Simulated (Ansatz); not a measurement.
[CdCl4]2- (CdCl4²⁻). The state is a triplet with charge -2. Geometry PBE0-D4/def2-SVPD, that of the charge -2 singlet; atoms count from 1.

Cartesian coordinates in Å:
```
Cd 0.000 0.000 0.000
Cl -0.750 0.868 -2.268
Cl 0.858 1.935 1.407
Cl 1.858 -1.706 -0.317
Cl -1.966 -1.098 1.179
```

In the def2 sets Cd takes a core potential; there is no spin–orbit coupling. A multiply charged anion in the gas phase is held together partly by the finite basis. The highest occupied level of the charge -2 triplet lies above zero (up to 4.37 eV). By energy differences it is unbound by 3.32 eV (vertical, to the charge -1 doublet, at PBE0-D4/def2-TZVPD) and held by the finite basis. At PBE0-D4/def2-TZVPD a singlet of charge -2 lies 5.16 eV below the triplet at the same geometry.

Estimate the Mulliken populations from the PBE0/def2-TZVPD orbitals of Ansatz.


| atom | charge (e) | spin (α − β) | d electrons |
| --- | --- | --- | --- |
| Cd1 | -0.93 | 2.06 | 10.02 |
| Cl2 | -0.32 | -0.02 | – |
| Cl3 | -0.10 | 0.01 | – |
| Cl4 | -0.32 | -0.02 | – |
| Cl5 | -0.32 | -0.02 | – |
Mulliken values and Mayer orders depend strongly on the basis. With diffuse functions, as here, like atoms can get unlike values, and bond orders can come out too low or too high.

Where does the spin sit?

Summed by element: Cd 2.06, Cl -0.06, of 2 unpaired in all. Largest on single atoms: Cd1 2.06, Cl2 -0.02, Cl4 -0.02.
